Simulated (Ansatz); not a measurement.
A further run on the cluster PbCl₂⁺.

```yaml
crystal:
  periodic: [false, false, false]
  atoms:
    - {symbol: Pb, position_ang: [0.077906, -0.265252, 1.413728]}
    - {symbol: Cl, position_ang: [-0.741802, 1.230842, -0.462085]}
    - {symbol: Cl, position_ang: [0.663886, -0.965591, -0.951653]}
basis:
  gaussian: {orbitals: def2-SVP}
total_charge: 1
magnetization: {spin_polarized: true, initial_magnetization: 1}
hamiltonian: {xc: {name: r2SCAN0}, dispersion: d3bj}
scf: {lower_state_search: off}
output: {forces: true}
```

```sh
$ ansatz run in.yaml --threads 4 --pin off --events-out ev --progress --plain --max-ram 3916MiB
```

Output, abridged:

```
Warning: the engine holds no damping parameters fitted to this dispersion correction and functional, so the run takes those fitted to r2scan0 beside the three-body term, which d3bj leaves out (hamiltonian.dispersion, under Limitations)
Functional definition: r2SCAN0
667 factors; integrals over basis functions are off by at most 1.6e-4 eV
mean field evaluation 1: about -30275.0639 eV, gradient 2.1e1 eV
mean field evaluation 2: about -30271.9293 eV, gradient 3.1e1 eV
mean field evaluation 4: about -30278.0720 eV, gradient 9.0e-1 eV
mean field evaluation 8: about -30278.1319 eV, gradient 3.5e-2 eV
mean field evaluation 16: about -30278.1320 eV, gradient 2.6e-4 eV
mean field -30278.13195490 eV, -1112.7008260877 hartree, gradient 5.1e-6 eV, S^2 0.756476; 0 other end points of the search recorded, 0 dependent functions left out
reference -30278.13196321 eV, -1112.7008263928 hartree; 28, 27 occupied and 34, 35 virtual orbitals, 667 factors
Total energy: -30278.16349060 eV, -1112.7019850032 hartree
Atom 0 at     0.077906    -0.265252     1.413728 Å, force     0.034298    -0.116773     0.622376 eV/Å
Atom 1 at    -0.741802     1.230842    -0.462085 Å, force    -0.193933     0.334617    -0.249618 eV/Å
Atom 2 at     0.663886    -0.965591    -0.951653 Å, force     0.159635    -0.217844    -0.372758 eV/Å
Dipole moment:     0.037731    -0.128462     0.684674 e Å
Checks for a lower state left out: stability, starts, cluster_reference, orbital_swaps, neighbouring_geometries, increment
```

It took 1.8 s on 4 threads of Arm Neoverse V2 on a shared host.

In the def2 sets Pb takes a core potential; there is no spin–orbit coupling.

The dipole of an ion depends on the origin.
